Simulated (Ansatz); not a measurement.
Cost and result for the atomization energy of `C[Si](F)(S)Cl` (9 atoms, 8 bonds).

```xyz
9

C     0.805   -0.770   -0.427
Si   -0.710    0.069    0.204
F    -1.686    0.307   -1.032
S    -0.358    1.896    1.214
Cl   -1.698   -1.105    1.550
H     0.534   -1.701   -0.929
H     1.324   -0.129   -1.144
H     1.486   -0.996    0.394
H     0.303    2.428    0.169
```

The species carries charge 0 and has multiplicity 1. The geometry is a stationary point of PBE0-D4/def2-TZVP. It is one conformer, not always the lowest. Program: Ansatz. All runs use 4 threads of a server CPU on a shared host. Times are those of one run each, without the atoms' runs, and a repeat can differ threefold. Electronic energies, without spin–orbit coupling; frozen cores. CCSD(T)/CBS adds CCSD(T) − MP2 in def2-TZVPP to the MP2 limit, and its time is that of the two runs behind it. T1 = 0.011. B3LYP takes the VWN-RPA correlation (the form of Gaussian; ORCA's B3LYP/G). HSE06 is the plane-wave form, built on full-range PBE exchange.

CCSD(T)/CBS is a level of theory with its own doubt, some kJ/mol a heavy atom from the limit and from the frozen cores, so smaller differences don't rank the functionals.

```tsv
level	functions	wall time	atomization (kJ/mol)	difference from CCSD(T)/CBS	per bond
revPBE-D4/def2-TZVPP	244	3.3 s	3274.7	-45.9	-5.7
PBE-D4/def2-TZVPP (with forces)	244	3.6 s	3351.1	30.5	3.8
HSE06-D4/def2-TZVPP	244	6.5 s	3308.3	-12.3	-1.5
CCSD(T)/def2-SVP	102	6.5 s	3060.7	-259.9	-32.5
CAM-B3LYP-D4/def2-TZVPP	244	7 s	3303.5	-17.1	-2.1
r2SCANh-D4/def2-TZVPP	244	9.5 s	3310.5	-10.1	-1.3
PBE-QIDH/def2-TZVPP	244	10 s	3296.1	-24.5	-3.1
B3LYP-D4/def2-TZVPP (with forces)	244	10 s	3286.3	-34.3	-4.3
ωB97X-V/def2-TZVPP	244	12 s	3328.1	7.5	0.9
ωB97M-V/def2-TZVPP (with forces)	244	20 s	3332.1	11.5	1.4
MP2/def2-QZVPP	444	30 s	3355.6	35.0	4.4
CCSD(T)/def2-TZVPP	244	2.4 min	3221.6	-99.0	-12.4
CCSD(T)/CBS(def2)	–	2.9 min	3320.6	0.0	0.0
```

The D4 term adds +41.0 kJ/mol with B3LYP and +21.4 kJ/mol with PBE0; it sums over pairs of atoms, weighted by their polarisabilities, and B3LYP, whose exchange is more repulsive, gets the larger term. From PBE to PBE0 (25 % exact exchange), in def2-TZVPP and without D4, the atomization energy moves by −40.8 kJ/mol: exact exchange takes away binding that semilocal exchange gives to molecules. At CCSD(T), def2-SVP lies −259.9 kJ/mol from the extrapolated value and def2-TZVPP −99.0 kJ/mol: correlation converges slowly with the basis, and small sets miss more of it in the bonded molecule than in its fragments.
